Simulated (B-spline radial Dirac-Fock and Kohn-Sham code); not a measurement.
**Scattering functions of Mo²⁰⁺**

System: Mo²⁰⁺, 1s2 2s2 2p6 3s2 3p6 3d4.

Calculated with a B-spline atomic structure program, using relativistic Hartree-Fock (Dirac-Fock) wave functions, averaged over the configuration. f₀ is the Fourier transform of the spherical electron density, S the Waller-Hartree incoherent function, and s = sin θ/λ.

| s (Å⁻¹) | f₀ | S |
| --- | --- | --- |
| 0 | 22.000 | 0.000 |
| 0.04 | 21.974 | 0.025 |
| 0.05 | 21.959 | 0.039 |
| 0.07 | 21.919 | 0.077 |
| 0.09 | 21.866 | 0.127 |
| 0.11 | 21.801 | 0.190 |
| 0.14 | 21.679 | 0.305 |
| 0.18 | 21.473 | 0.500 |
| 0.23 | 21.150 | 0.803 |
| 0.29 | 20.671 | 1.248 |
| 0.37 | 19.899 | 1.955 |
| 0.47 | 18.759 | 2.974 |
| 0.6 | 17.088 | 4.423 |
| 0.76 | 14.930 | 6.231 |
| 0.97 | 12.265 | 8.411 |
| 1.24 | 9.540 | 10.707 |
| 1.58 | 7.360 | 12.848 |
| 2.01 | 5.924 | 14.747 |
| 2.56 | 4.836 | 16.473 |
| 3.26 | 3.645 | 18.035 |
| 4.16 | 2.444 | 19.302 |
| 5.29 | 1.630 | 20.174 |
| 6.74 | 1.214 | 20.802 |

f₀ starts at the number of electrons, 22, and has fallen to half at s ≈ 1.10 Å⁻¹. The sum of ⟨r²⟩ over the electrons is 2.247 bohr².
